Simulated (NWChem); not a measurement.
Species: SbCl5; SMILES [Cl][Sb]([Cl])([Cl])([Cl])[Cl]

Not confirmed as a minimum by frequencies. def2 effective core potentials on Sb; no spin-orbit coupling.

Question: Give the equilibrium geometry at PBE-D3(BJ)/def2-SVP with def2 effective core potentials on Sb (NWChem) as an XYZ file, with the point group.

Answer: point group D3h; any orientation.
```
6

Sb     0.0000     0.0000     0.0000
Cl     1.6728     1.6728     0.0000
Cl     0.0000     0.0000     2.3897
Cl     0.0000     0.0000    -2.3897
Cl     0.6123    -2.2851     0.0000
Cl    -2.2851     0.6123     0.0000
```
